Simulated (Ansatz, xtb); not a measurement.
# CH2Cl2F2Ge: which of two isomers lies lower

Structure I is `[F][Ge]([F])([Cl])[CH2]Cl`, a singlet and structure II is `F[CH2][Ge]([F])([Cl])[Cl]`, a singlet. Both are isolated molecules in the gas phase, relaxed with B3LYP-D3(BJ)/def2-SVP; the shapes shown needn't be the lowest conformers.

I (Å):

```xyz
8

C    -0.7450   -0.3792   -0.4328
Cl   -1.4211   -2.0371   -0.4453
Cl   -0.0451    2.3846    1.4002
F    -2.4712    0.4595    1.9288
F     0.0123   -0.5547    2.5092
Ge   -0.8454    0.3968    1.3522
H    -1.3127    0.2531   -1.1291
H     0.3064   -0.4100   -0.7497
```

II (Å):

```xyz
8

C    -1.2511   -0.5980   -0.4347
Cl    1.4297   -2.3772    0.7409
Cl    1.4167    1.1316    0.8401
F    -0.7112   -0.5595   -1.6947
F    -0.5617   -0.6776    2.4688
Ge    0.1932   -0.6305    0.9038
H    -1.8738    0.2948   -0.2560
H    -1.8663   -1.5049   -0.3078
```

Quicker runs give these differences E(II) − E(I): GFN2-xTB −31.6 kJ/mol; HF/STO-3G −85.2 kJ/mol (at GFN2-xTB geometries); r2SCAN-D4/def2-SVP +11.2 kJ/mol (at GFN2-xTB geometries).

Estimate which is lower in electronic energy at CCSD(T)/def2-SVP + ΔMP2/def2-TZVPP, and by roughly how much.

The CCSD(T)/def2-SVP + ΔMP2/def2-TZVPP calculation puts structure I lower, by 28.4 kJ/mol.

The same difference at several levels:

```tsv
level	geometry	E(II) − E(I) (kJ/mol)	departure from the last row (kJ/mol)	job, with rough time for the two
GFN2-xTB	GFN2-xTB	−31.6	−60.0	optimisation, 0.46 s
HF/STO-3G	GFN2-xTB	−85.2	−113.6	single point, 0.64 s
r2SCAN-D4/def2-SVP	GFN2-xTB	+11.2	−17.2	single point, 3.4 s
B3LYP-D3(BJ)/def2-SVP	B3LYP-D3(BJ)/def2-SVP	+9.9	−18.5	optimisation, 42 s
HF/def2-SVP	B3LYP-D3(BJ)/def2-SVP	+6.9	−21.4	part of the CCSD(T) run
MP2/def2-SVP	B3LYP-D3(BJ)/def2-SVP	+29.9	+1.5	part of the CCSD(T) run
CCSD(T)/def2-SVP	B3LYP-D3(BJ)/def2-SVP	+23.5	−4.8	single point
CCSD(T)/def2-SVP + ΔMP2/def2-TZVPP	B3LYP-D3(BJ)/def2-SVP	+28.4		single point, 42 s
```

As drawn, II has 1 C–F, 1 Cl–Ge in place of 1 F–Ge, 1 C–Cl.

GFN2-xTB, HF/STO-3G put the two in the other order. The largest departure from CCSD(T)/def2-SVP + ΔMP2/def2-TZVPP is that of HF/STO-3G, 113.6 kJ/mol. The last row adds to CCSD(T) the change of the MP2 difference between the two basis sets, here +4.8 kJ/mol.

With harmonic frequencies from B3LYP-D3(BJ)/def2-SVP (ideal gas, rigid rotor, one conformer each, 298.15 K, 1 atm): on the last row, ΔE + ΔZPE = +29.8 kJ/mol. A mode under 50 cm⁻¹ makes harmonic enthalpies and free energies unreliable, so none is given.

The correlated steps freeze 22 core orbitals; the filled d shell of Ge is correlated, in a basis made for valence electrons. Run with Ansatz 0.2.0, xtb 6.7.1; the last row on 2 threads of Intel(R) Xeon(R) 6975P-C (Granite Rapids) on a shared host.
